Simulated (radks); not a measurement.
Spin polarisation of the 4s1 shell in neutral copper. Start: [Ar] 3d10 4s(up 0.5, down 0.5); electrons of 4s are moved from spin down to spin up, other shells keep equal spins. All-electron calculation, scalar-relativistic Kohn-Sham, r2SCAN, spin-polarised, spherical densities, finite nucleus; meta-GGA in the generalised Kohn-Sham scheme; Fermi nuclear charge, rms radius of each element as measured or else 0.836 A^(1/3) + 0.57 fm. Program: a radial shooting solver on a logarithmic mesh with Libxc functionals.

| moment (Bohr magnetons) | E - E(0) (eV) | e(4s up) (eV) | e(4s down) (eV) | 3d down minus up (eV) |
|---|---|---|---|---|
| 0 | 0.000 | -4.523 | -4.523 | 0.000 |
| 0.25 | -0.027 | -4.719 | -4.275 | 0.037 |
| 0.5 | -0.111 | -4.923 | -4.025 | 0.074 |
| 0.75 | -0.251 | -5.124 | -3.783 | 0.110 |
| 1 | -0.446 | -5.302 | -3.516 | 0.146 |

At moment 1 the spin-polarisation energy is -0.446 eV and the 4s exchange splitting 1.786 eV, that is 1.786 eV per Bohr magneton; E = -I m^2/4 would give I = 1.785 eV.
